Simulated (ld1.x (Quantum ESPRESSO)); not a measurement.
# Varying the TM potential for Ag

Base potential:

```json
{
  "Element": "silver",
  "Generator": "ld1.x (Quantum ESPRESSO) 7.5",
  "Type": "norm-conserving Troullier–Martins (Kleinman–Bylander form)",
  "Functional": "PBEsol",
  "Relativity": "scalar-relativistic",
  "Frozen core": "[Ar] 3d10",
  "Valence charge": "19",
  "Reference configuration": "4s2 4p6 4d10 5s1 5p0",
  "Partial waves": "4p (bound): rc 1.40 bohr; 4d (bound): rc 1.05 bohr; 4s (bound): rc 1.00 bohr",
  "Local potential": "the s channel",
  "Core correction": "a·sin(br)/r model core, default radius (core density twice the valence density)"
}
```

Occupied shells without a wave of their own: 5s. They enter only through the test configuration that unscreens the potential, and ld1.x also counts them in the model core charge.

All-electron outer shells of the reference configuration (PBEsol, scalar-relativistic, ld1.x):

```csv
shell,level (eV),outermost node (bohr),outermost maximum (bohr)
3p,-557.22,0.15,0.32
3d,-358.49,–,0.27
4s,-94.97,0.44,0.82
4p,-58.51,0.44,0.87
4d,-7.45,0.43,1.04
5s,-4.42,1.11,2.49
5p,-0.67,1.25,3.76
```

Cutoffs, loose and tight: the cutoffs (Ry, on a coarse ladder) from which the occupation-weighted sum of valence levels, in a spherical-Bessel basis at the reference potential, stays within 10 and 1 mRy of its value at 400 Ry. They do not see the model core or the augmentation charge, which bear on the density cutoff. Test errors are all-electron minus pseudo excitation energies from the reference, over the configurations 4s2 4p6 4d10 5s0 5p0; 4s2 4p6 4d9 5s0 5p0; 4s2 4p6 4d8 5s0 5p0; 4s2 4p5 4d10 5s1 5p0; 4s2 4p6 4d10 5s0 5p1; 4s1 4p6 4d10 5s1 5p0; 4s2 4p6 4d7 5s0 5p0. A dash means not determined; rows that change the core or the reference have their own tests.

With those shells counted twice in exchange and correlation these files are broken, and their errors move erratically; no question is asked of them.

```tsv
change	outcome	cutoff, loose	cutoff, tight	bound ghosts	largest test error (meV)
base	generated	140 Ry	260 Ry	none	-917
wave 4p (bound): rc 1.40 bohr becomes 4p (bound): rc 0.90 bohr	generated	180 Ry	300 Ry	none	-924
wave 4p (bound): rc 1.40 bohr becomes 4p (bound): rc 1.06 bohr	generated	160 Ry	260 Ry	none	-924
wave 4p (bound): rc 1.40 bohr becomes 4p (bound): rc 1.16 bohr	generated	160 Ry	260 Ry	none	-923
wave 4p (bound): rc 1.40 bohr becomes 4p (bound): rc 1.30 bohr	generated	140 Ry	260 Ry	none	-919
wave 4p (bound): rc 1.40 bohr becomes 4p (bound): rc 1.46 bohr	generated	140 Ry	260 Ry	none	-915
wave 4p (bound): rc 1.40 bohr becomes 4p (bound): rc 1.58 bohr	generated	140 Ry	260 Ry	none	-911
wave 4p (bound): rc 1.40 bohr becomes 4p (bound): rc 1.72 bohr	generated	140 Ry	260 Ry	none	-907
wave 4p (bound): rc 1.40 bohr becomes 4p (bound): rc 1.84 bohr	generated	140 Ry	260 Ry	none	-907
wave 4p (bound): rc 1.40 bohr becomes 4p (bound): rc 1.94 bohr	generated	140 Ry	260 Ry	none	-909
wave 4p (bound): rc 1.40 bohr becomes 4p (bound): rc 2.12 bohr	generated	140 Ry	260 Ry	none	-916
```

Reading the sweep of the p radius (base included, trends over the rows without a ghost): The loose cutoff falls from 180 Ry at 0.9 to 140 Ry at 2.12 bohr. A larger radius leaves more room for a smooth pseudo-wave, so fewer plane waves are needed; a smaller one forces it to follow the all-electron wave where it bends sharply. The median size of the test errors (rows with all tests solved) stays near 245.5 meV.
